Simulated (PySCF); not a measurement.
# Name the molecule from its bond curve

A diatomic of charge 0 contains As. Its triplet curve at PBE in a double-zeta basis (scalar-relativistic core potentials, PySCF), in eV from the separated fragments:

(R (Å), E (eV)): (2.834, -0.824), (2.966, -1.058), (3.097, -1.187), (3.196, -1.234), (3.295, -1.249), (3.394, -1.241), (3.526, -1.205), (3.690, -1.133), (3.888, -1.028), (4.152, -0.881)

The fit gives ωe = 125 cm⁻¹ and the rotational constant Bₑ = 0.03874 cm⁻¹.

Task: Which atom is the partner?

Result: The minimum lies at 3.307 Å, so the reduced mass is 16.8576 u Å² cm⁻¹/(Bₑ·Re²) = 39.79 u. With As at 74.92 u the partner weighs about 84.9 u: Rb. The molecule is RbAs.

Spin–orbit coupling is left out. The state was picked by a PBE0 search and need not be the measured ground state.
